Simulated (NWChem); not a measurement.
System meant: C3H6NO, doublet; SMILES CN(C)[C]=O

NWChem input:

```
start job
memory heap 200 mb stack 900 mb global 1100 mb
geometry units angstroms noautoz
  C      0.913992    -1.488813    -0.000007
  N      0.060527    -0.327058     0.000200
  C     -1.374601    -0.534981    -0.000115
  C      0.579917     0.905173     0.000090
  O      0.042108     1.972099     0.000035
  H      1.962143    -1.163348     0.000724
  H      0.735943    -2.112547     0.892807
  H      0.736932    -2.111626    -0.893672
  H     -1.870504     0.443783     0.001362
  H     -1.689549    -1.097320    -0.895225
  H     -1.689399    -1.099864     0.893432
end
basis spherical
  C library def2-svp
  N library def2-svp
  O library def2-svp
  H library def2-svp
end
dft
  odft
  mult 3
  xc b3lyp
  iterations 150
  mulliken
end
task dft energy
```

End of the output:

```
 Summary of "ao basis" -> "" (spherical)
 ------------------------------------------------------------------------------
       Tag                 Description            Shells   Functions and Types
 ---------------- ------------------------------  ------  ---------------------
 C                          def2-svp                 6       14   3s2p1d
 N                          def2-svp                 6       14   3s2p1d
 O                          def2-svp                 6       14   3s2p1d
 H                          def2-svp                 3        5   2s1p

                                 NWChem DFT Module
                                 -----------------

 Summary of "ao basis" -> "ao basis" (spherical)
 ------------------------------------------------------------------------------
       Tag                 Description            Shells   Functions and Types
 ---------------- ------------------------------  ------  ---------------------
 C                          def2-svp                 6       14   3s2p1d
 N                          def2-svp                 6       14   3s2p1d
 O                          def2-svp                 6       14   3s2p1d
 H                          def2-svp                 3        5   2s1p

      Symmetry analysis of basis
      --------------------------

        a'         68
        a"         32

  number of electrons :                   39
  multiplicity        :                    3
 ------------------------------------------------------------------------
  no. of electrons and multiplicity not compatible                  39
 ------------------------------------------------------------------------
 ------------------------------------------------------------------------
  current input line :
    29: task dft energy
 ------------------------------------------------------------------------
 ------------------------------------------------------------------------
 There is an error in the input file
 ------------------------------------------------------------------------
 For more information see the NWChem manual at https://nwchemgit.github.io

0: no. of electrons and multiplicity not compatible:Received an Error in Communication
```

### Question
Can this run be used? If not, why, and what is the fix?

### Answer
The program refused the input. Cause: the multiplicity doesn't fit the number of electrons (an even count wants an odd multiplicity, and the reverse). This input runs:
```
start job
memory heap 200 mb stack 900 mb global 1100 mb
geometry units angstroms noautoz
  C      0.913992    -1.488813    -0.000007
  N      0.060527    -0.327058     0.000200
  C     -1.374601    -0.534981    -0.000115
  C      0.579917     0.905173     0.000090
  O      0.042108     1.972099     0.000035
  H      1.962143    -1.163348     0.000724
  H      0.735943    -2.112547     0.892807
  H      0.736932    -2.111626    -0.893672
  H     -1.870504     0.443783     0.001362
  H     -1.689549    -1.097320    -0.895225
  H     -1.689399    -1.099864     0.893432
end
basis spherical
  * library def2-svp
end
dft
  odft
  mult 2
  xc b3lyp
  iterations 150
  mulliken
end
task dft energy
```
It converges to -247.67446 Ha (B3LYP/def2-SVP, spin-unrestricted).
